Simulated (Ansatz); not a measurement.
n-GeGeSiSiH10 (Si2Ge2H10), 14 atoms. Hardware: 4 threads of Intel Xeon on a shared host.

Correlated methods freeze 28 core orbitals; core or outer-core shells of Ge are correlated, in sets that lack core-valence functions.

**Question.** How many basis functions does each of these Ansatz runs have, and roughly what does it cost? B3LYP-D4/def2-TZVP, charge 0 singlet, energy, from earlier orbitals; PBE-D4/def2-SVP, charge 0 singlet, energy, from earlier orbitals; MP2/def2-TZVP, charge 0 singlet, energy, from earlier orbitals; PBE0-D4/def2-TZVP, charge 0 singlet, energy, from earlier orbitals; PBE-D4/def2-SVP, charge 0 singlet, relaxation, 15 steps; PBE-D4/def2-TZVP, charge 0 singlet, energy and forces, from earlier orbitals; PBE0-D4/def2-SVP, charge 0 singlet, energy, from earlier orbitals; LC-ωPBE/def2-TZVP, charge 0 singlet, energy, from earlier orbitals; r2SCAN-D4/def2-TZVP, charge 0 singlet, energy, from earlier orbitals; HSE06-D4/def2-TZVP, charge 0 singlet, energy, from earlier orbitals; CCSD(T)/def2-SVP, charge 0 singlet, energy, from earlier orbitals.

**Answer.** Other jobs shared the machine, so times can vary by a factor of up to 3. A dash marks memory too small to be measured apart from the calling script's.

```tsv
run	functions	fitting or Cholesky vectors	wall time	peak host memory (GiB)
PBE-D4/def2-SVP, charge 0 singlet, energy, from earlier orbitals	150	1674	1.2 s	–
PBE0-D4/def2-SVP, charge 0 singlet, energy, from earlier orbitals	150	1476	2.3 s	–
PBE-D4/def2-TZVP, charge 0 singlet, energy and forces, from earlier orbitals	230	1660	2.7 s	–
LC-ωPBE/def2-TZVP, charge 0 singlet, energy, from earlier orbitals	230	1660	3.2 s	0.57
B3LYP-D4/def2-TZVP, charge 0 singlet, energy, from earlier orbitals	230	1740	3.5 s	0.95
r2SCAN-D4/def2-TZVP, charge 0 singlet, energy, from earlier orbitals	230	1660	3.5 s	–
PBE0-D4/def2-TZVP, charge 0 singlet, energy, from earlier orbitals	230	1778	3.6 s	0.95
MP2/def2-TZVP, charge 0 singlet, energy, from earlier orbitals	230	1591	3.9 s	0.66
HSE06-D4/def2-TZVP, charge 0 singlet, energy, from earlier orbitals	230	1778	3.9 s	1
CCSD(T)/def2-SVP, charge 0 singlet, energy, from earlier orbitals	150	1476	16 s	1.1
PBE-D4/def2-SVP, charge 0 singlet, relaxation, 15 steps	150	1674	17 s	–
```
